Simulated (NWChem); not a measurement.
Species: SnSi2H8; SMILES [SiH3][SnH2][SiH3]

```xyz
11

Sn     0.0000     0.0000    -0.5717
Si    -2.1229     0.0000     0.8816
Si     2.1229     0.0000     0.8816
H      0.0000    -1.3842    -1.5876
H      0.0000     1.3842    -1.5876
H     -2.1452     1.2138     1.7543
H     -3.3513     0.0000     0.0294
H     -2.1452    -1.2138     1.7543
H      2.1452    -1.2138     1.7543
H      3.3513     0.0000     0.0294
H      2.1452     1.2138     1.7543
```
Atoms are numbered in this order, from 1.

Structure relaxed at the PBE0/def2-SVP level. Not confirmed as a minimum by frequencies. def2 effective core potentials on Sn; no spin-orbit coupling.

Symmetry labels are those of C2v in the frame above (b1 and b2, or b-type labels, depend on it).

List the 6 lowest vertical singlet excitations from PBE/def2-SVP with def2 effective core potentials on Sn, full TDDFT (NWChem).


| state | energy (eV) | oscillator strength | symmetry | leading excitation (squared amplitude) |
|---|---|---|---|---|
| S1 | 6.23 | 0.000 | a2 | HOMO → LUMO+1 (0.97) |
| S2 | 6.35 | 0.255 | b1 | HOMO → LUMO (0.69) |
| S3 | 6.42 | 0.000 | b1 | HOMO → LUMO+2 (0.97) |
| S4 | 6.52 | 0.009 | a1 | HOMO−1 → LUMO (0.90) |
| S5 | 6.56 | 0.018 | a1 | HOMO → LUMO+3 (0.61) |
| S6 | 6.73 | 0.007 | b2 | HOMO−1 → LUMO+1 (0.63) |
